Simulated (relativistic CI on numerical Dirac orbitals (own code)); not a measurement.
# Co³⁺ in a cubic cluster: L2,3 absorption with charge transfer

Computed with a charge-transfer multiplet model of a cubic metal-ligand cluster with up to 3 ligand holes, Slater and spin-orbit integrals from Dirac-Coulomb-Breit ions, Slater integrals scaled by 0.9. The ground state mixes d6 with configurations of k ligand holes L, whose averages lie at kΔ + k(k − 1)U_dd/2; a core hole lowers each added d electron by U_cd. 300 K, Lorentzian 0.4 eV and Gaussian 0.3 eV FWHM.

Atomic integrals in eV (Slater integrals scaled, ζ unscaled), ground: F2dd 11.345, F4dd 7.087, zeta_d 0.071; with the core hole: F2dd 12.032, F4dd 7.520, zeta_d 0.093, zeta_core 9.664, F2cd 7.139, G1cd 5.417, G3cd 3.080.

Cluster parameters (eV): Δ = 0.4, U_dd = 6.2, U_cd = 6.9, 10Dq = 1.7, 10Dq(ligand) = 0.4, final-state hopping factor = 0.8.

Weights, n_d and S are thermal averages at 300 K. Photon energies count from the first peak over 30 % of the highest in each spectrum, which can be another peak from case to case. The parameters are a model scan and need not match a compound or its usual spin state. Peaks in eV (height, largest 100): 0.0 (100), 2.7 (13), 4.7 (8), 14.5 (67), 16.4 (8).

(1) Which parameters give this spectrum?
A. V(eg) = 2.6 eV, V(t2g) = -1.13 eV
B. V(eg) = 2.9 eV, V(t2g) = -1.26 eV
C. V(eg) = 3.2 eV, V(t2g) = -1.39 eV
D. V(eg) = 3.8 eV, V(t2g) = -1.65 eV
E. V(eg) = 2.3 eV, V(t2g) = -1 eV

Results:

(1) D. V(eg) = 3.8 eV, V(t2g) = -1.65 eV; the ground state then has 6.93 d electrons and S = 0.01. The choice follows from running the model for each set and comparing peak positions and heights.
